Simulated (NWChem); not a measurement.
System: BH2F; SMILES BF

```xyz
4

B      0.0000     0.0000     0.6614
H      0.0000    -1.0578     1.2202
H      0.0000     1.0578     1.2202
F      0.0000     0.0000    -0.6624
```
Atoms are numbered in this order, from 1.

All runs: NWChem. Pople sets run with spherical d functions. Geometry: optimised at B3LYP/6-31G* (spherical d). GIAO values for the isolated, static molecule; σ is the absolute isotropic shielding, δ = σ(reference) − σ with the isolated reference molecule computed at the same levels (11B: boron trifluoride, 19F: trichlorofluoromethane, 1H: tetramethylsilane).

For level B3LYP/IGLO-III:

* **δ B1 (ppm)**: 47.1
* **δ H2 (ppm)**: 5.60
* **δ F4 (ppm)**: 0.5

Problem. Estimate the same quantities for level Hartree-Fock/6-31G*.

Solution. The δ B1 (ppm) comes out as 40.3. The δ H2 (ppm) is 5.42. The δ F4 (ppm) comes out as 9.8.
